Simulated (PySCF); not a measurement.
# Polarisability and C₆ of Rb- (rubidium, charge -1)

[Kr] 5s2, closed-shell 1S. Calculation: PySCF 2.14, in aug-cc-pwCVTZ-X2C (10s9p7d3f, 93 functions); scalar relativity by spin-free X2C-1e. Coupled (time-dependent) response in atomic units; α is the mean over directions.

| method | mean α (bohr³) | C₆ (like pair) | S(−4) |
| --- | --- | --- | --- |
| wB97M-V | 1550 | 51120 | 2327000 |

S(−4) is the Cauchy moment in α(ω) = α(0) + S(−4) ω² + …

α(iu) at wB97M-V:

| u (hartree) | α(iu) (bohr³) |
| --- | --- |
| 0 | 1550 |
| 0.0500 | 403.0 |
| 0.100 | 145.8 |
| 0.200 | 48.07 |
| 0.300 | 26.24 |
| 0.500 | 13.39 |
| 0.750 | 8.083 |
| 1.00 | 5.541 |
| 1.50 | 3.076 |
| 2.00 | 1.940 |
| 3.00 | 0.9646 |
| 5.00 | 0.3796 |

For an ion, C₆ is the dispersion term alone; charge-induced terms of lower order in 1/R come first.
